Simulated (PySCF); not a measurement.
## How methods differ on the excitation energy of Sr

Sr [Kr] 5s2 (1S) → Sr [Kr] 5p2 (3P), as a difference of total energies. All numbers are calculated (PySCF 2.14, scalar relativity by spin-free X2C-1e, in x2c-TZVPPall with one added diffuse shell each of s, p, d, f type (9s7p7d3f1g, 95 functions)). Correlated levels: valence: [Kr] frozen; valence and next inner shell: [Ar] 3d10 frozen. The calculations carry no spin-orbit coupling.

| method | excitation energy (eV) |
| --- | --- |
| UHF | 3.891 |
| LDA | 4.473 |
| PBE | 4.158 |
| PBE0 | 4.195 |
| r2SCAN | 3.888 |
| wB97X-V | 4.653 |
| BLYP | 4.434 |
| PBEsol | 4.173 |
| MP2 (valence) | 4.272 |
| SCS-MP2 (valence) | 4.454 |
| SCS-MP2 (valence and next inner shell) | 4.795 |

**Question.** Estimate what LC-wPBE gives.

**Answer.** 4.349 eV, closest to MP2 (valence) among the rows shown.

**Question.** Estimate what MP2 (valence and next inner shell) gives.

**Answer.** 4.701 eV, closest to wB97X-V among the rows shown.

Errors of the correlated levels include the incompleteness of this basis and the frozen core.

For comparison: 4.405 eV (measured; NIST levels, between the centres of gravity of the two terms).
